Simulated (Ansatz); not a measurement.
Consider the redistribution: `N[B]([SiH3])[GaH2]` + `[CH3][InH][SH]` → `[SiH3][BH][GaH2]` + `[CH3][In]([NH2])[SH]`.

Isolated molecules relaxed with PBE0-D4/def2-TZVP in Ansatz; ΔE leaves out vibrations. CBS: MP2 limit from def2 TZ/QZ plus the TZ coupled-cluster correction, frozen cores. Functionals use def2-TZVPP. def2 core potentials past Kr. For Ga, In outer-core shells are correlated without core-valence functions, which leaves a few kJ/mol of doubt a bond. Scalar relativity is left out up to krypton. Each species was taken in one conformer, which may not be the lowest.

```tsv
level	ΔE (kcal/mol)
PBE0-D4	31.2
MP2/def2-TZVPP	28.9
```

What does CCSD(T)/CBS give? (An estimate is asked.)

Ansatz gave: +27.5 kcal/mol. The listed levels differ from it by 3.7, 1.4 kcal/mol.

Largest T1 diagnostic among the species: 0.015.

Leaving LDA and LC-ωPBE aside and taking each functional with its dispersion term where it has one, the values, not all of them listed here, spread over 1.9 kcal/mol, from B2PLYP to PBE0-D4. LDA lies +3.7 kcal/mol from PBE without D4. At CCSD(T), def2-SVP lies +7.4 kcal/mol from the extrapolated value and def2-TZVPP +1.6 kcal/mol.

CCSD(T)/CBS has its own doubt, a few kJ/mol and more with outer-core shells, so smaller differences from it don't rank the levels.
